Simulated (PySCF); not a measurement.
Compound: C₂H₁₄OSi₅.
Geometry (GFN2-xTB, Å), atoms numbered from 1 in this order:
```xyz
22
C2H14OSi5 angstrom
C      3.190   -0.039   -0.706
O      2.256   -0.373    0.266
Si     1.034    0.568    0.829
Si     0.017   -1.035    2.163
Si    -1.423   -2.221    0.750
Si    -1.669   -0.978   -1.222
Si    -0.437    1.008   -0.947
C     -1.641    2.401   -0.453
H      2.697    0.170   -1.660
H      3.872   -0.881   -0.830
H      3.763    0.843   -0.410
H      1.646    1.767    1.442
H     -0.784   -0.313    3.168
H      0.885   -1.898    2.973
H     -2.725   -2.494    1.378
H     -0.918   -3.570    0.454
H     -1.195   -1.744   -2.385
H     -3.078   -0.722   -1.556
H      0.187    1.476   -2.208
H     -2.184    2.136    0.449
H     -2.373    2.582   -1.234
H     -1.128    3.338   -0.262
```

NICS = −σ at a ghost point: NICS(0) at the centroid of the ring atoms, NICS(1) 1 Å to either side along the normal of their mean plane, zz for the tensor component along that normal. Level: GIAO PBE0/pcSseg-1 (PySCF, non-relativistic, gas phase) on the GFN2-xTB geometry, one conformer.

Ring bond lengths (Å), with Mayer bond orders in brackets: Si3–Si4 2.321 (0.89), Si4–Si5 2.340 (0.86), Si5–Si6 2.344 (0.85), Si6–Si7 2.353 (0.85), Si7–Si3 2.348 (0.86).

Problem. Give the NICS values of each ring in ppm.

Solution. 
```
               ring                                                type  NICS(0)  NICS(1), two faces  NICS(1)zz, two faces  rms pucker (Å)  centre to ring atoms, mean (Å)
Si3–Si4–Si5–Si6–Si7  5-membered ring with 5 Si; formal bonds all single     -1.5         -2.5 / -1.7             1.4 / 1.9            0.18                            1.98
```

Problem. What do they say, and how far can they be read as aromaticity?

Solution. 
- Si3–Si4–Si5–Si6–Si7: mean NICS(1)zz 1.7 ppm, near zero. Si3, Si4, Si5, Si6, Si7 have four or more neighbours, and the NICS criterion for π rings isn't applied.

Problem. List the ring angles and the Hirshfeld charges of the ring atoms.

Solution. 
- Si3–Si4–Si5–Si6–Si7: Si3 106.9° (+0.240 e), Si4 105.8° (+0.140 e), Si5 107.7° (+0.145 e), Si6 107.1° (+0.139 e), Si7 105.0° (+0.175 e); sum 532.4° against 540° for a flat convex ring.

Problem. How shielded are the nuclei of the rings and their hydrogens (means over atoms taken as equivalent)?

Solution. 
| atoms | environment | σ isotropic (ppm) | principal values of the symmetric part, first atom (ppm) |
| --- | --- | --- | --- |
| Si3 | oxygen-bound silicon | 341.5 | 266.4, 322.6, 435.4 |
| Si4 | SiH2 silicon | 473.3 | 441.7, 477.2, 501.1 |
| Si5 | SiH2 silicon | 475.0 | 459.8, 465.9, 499.3 |
| Si6 | SiH2 silicon | 469.5 | 443.9, 469.5, 495.2 |
| Si7 | SiH silicon | 438.8 | 407.3, 441.4, 467.7 |
| H12 | Si–H hydrogen | 25.75 | 22.5, 24.6, 30.2 |
| H13 | Si–H hydrogen | 28.53 | 25.3, 25.7, 34.7 |
| H14 | Si–H hydrogen | 28.15 | 24.1, 25.2, 35.1 |
| H15 | Si–H hydrogen | 28.17 | 24.1, 25.3, 35.0 |
| H16 | Si–H hydrogen | 28.11 | 24.2, 25.2, 34.9 |
| H17 | Si–H hydrogen | 28.09 | 24.3, 25.3, 34.7 |
| H18 | Si–H hydrogen | 28.37 | 24.4, 25.9, 34.9 |
| H19 | Si–H hydrogen | 27.27 | 23.8, 25.2, 32.9 |

Time: 1.7 min (grids of density and orbitals included); peak memory 1.2 GiB. Hardware: an Intel Xeon with one thread, shared host. This is the whole shielding run at PBE0/pcSseg-1, SCF included.
